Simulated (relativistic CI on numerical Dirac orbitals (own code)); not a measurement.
Electric-dipole lines of Tm50+

Method of calculation: Dirac-Coulomb-Breit CI, orbitals from a KLI potential per configuration, a model potential for QED, unscaled Slater integrals (own radial code, finite nucleus).

CI space (outside the closed core [Ne]): 3s²3p⁶3d, 3s²3p⁵3d², 3s3p⁶3d², 3s²3p⁶4s, 3s²3p⁶4p, 3s²3p⁶4d, 3s²3p⁵3d4s, 3s²3p⁶4f, 3s²3p⁵3d4p, 3p⁶3d³, 3p⁵3d⁴, 3p⁵3d³4s. Double excitations out of closed p, d and f shells are left out; levels of such configurations are missing from the list, as are those of other unlisted configurations, and high levels can miss mixing partners. These lack a partner that the ground configuration has and come out too high: 3s²3p⁵3d4p.

```
λ vac (nm)                   Lower                  Upper   A (s⁻¹)        gf  Branching (%)
    2.3555      3s²3p⁶3d ²D3/2 [1]  3s²3p⁵3d² ²D°3/2 [34]  4.23e+12  1.41e+00           99.4
    2.3683      3s²3p⁶3d ²D5/2 [2]  3s²3p⁵3d² ²P°3/2 [42]  3.06e+12  1.03e+00           99.6
    2.3740      3s²3p⁶3d ²D3/2 [1]  3s²3p⁵3d² ²P°1/2 [33]  2.37e+12  4.00e-01          100.0
    2.4034      3s²3p⁶3d ²D5/2 [2]  3s²3p⁵3d² ²D°5/2 [41]  3.17e+12  1.65e+00           99.9
    2.4075      3s²3p⁶3d ²D5/2 [2]  3s²3p⁵3d² ²F°7/2 [40]  2.16e+12  1.50e+00          100.0
    2.5686      3s²3p⁶3d ²D3/2 [1]  3s²3p⁵3d² ⁴G°5/2 [32]  7.16e+11  4.25e-01          100.0
    2.7555  3s²3p⁵3d² ²H°11/2 [13]    3s3p⁶3d² ²G9/2 [54]  1.63e+12  1.85e+00           59.2
    2.7611    3s²3p⁵3d² ⁴F°5/2 [5]    3s3p⁶3d² ⁴F5/2 [49]  6.96e+11  4.77e-01           25.1
    2.7645  3s²3p⁵3d² ⁴G°11/2 [22]    3s3p⁶3d² ⁴F9/2 [59]  1.61e+12  1.85e+00           59.4
    2.7662   3s²3p⁵3d² ⁴F°7/2 [10]    3s3p⁶3d² ⁴F5/2 [52]  1.03e+12  7.06e-01           37.9
    2.7729    3s²3p⁵3d² ⁴D°3/2 [3]    3s3p⁶3d² ⁴F3/2 [48]  9.67e+11  4.46e-01           35.4
    2.7785    3s²3p⁵3d² ²G°7/2 [6]    3s3p⁶3d² ⁴F5/2 [49]  1.72e+12  1.19e+00           62.1
    2.7849    3s²3p⁵3d² ⁴G°9/2 [9]    3s3p⁶3d² ⁴F7/2 [51]  1.57e+12  1.46e+00           57.5
    2.7897    3s²3p⁵3d² ²P°3/2 [7]    3s3p⁶3d² ⁴P1/2 [50]  2.34e+12  5.46e-01           84.8
    3.6258      3s²3p⁶3d ²D3/2 [1]  3s²3p⁵3d² ²P°1/2 [23]  9.62e+11  3.79e-01          100.0
    3.6621      3s²3p⁶3d ²D5/2 [2]  3s²3p⁵3d² ²P°3/2 [31]  7.69e+11  6.18e-01          100.0
    3.6953      3s²3p⁶3d ²D3/2 [1]  3s²3p⁵3d² ²F°5/2 [21]  9.14e+11  1.12e+00          100.0
    3.6958      3s²3p⁶3d ²D5/2 [2]  3s²3p⁵3d² ²D°5/2 [30]  9.26e+11  1.14e+00           95.7
    3.7849      3s²3p⁶3d ²D3/2 [1]  3s²3p⁵3d² ²D°3/2 [20]  6.09e+11  5.23e-01           99.7
    3.8737      3s²3p⁶3d ²D5/2 [2]  3s²3p⁵3d² ²F°7/2 [28]  3.03e+11  5.45e-01          100.0
```

Terms are leading LS components. Brackets give the number of a level in order of energy, since labels repeat. The list gives strong lines, with weight on those to low levels, without lines whose two gauges differ by over a factor of 2.5, among the lowest 200 of 570 levels, so that lines to higher ones, which can be the strongest, are missing. Levels whose partners in the same complex of configurations lie outside the list can be far off, and so can their lines. Rates are taken at the computed energies, electric ones in the length gauge.

At this charge energies of transitions that change n are usually good to better than 1 %, and those within a shell (Δn = 0) to a few per cent.

LS names give the leading component of a level, which can be under half, so a name can repeat, a term be missing and a line seem to break the LS rules.
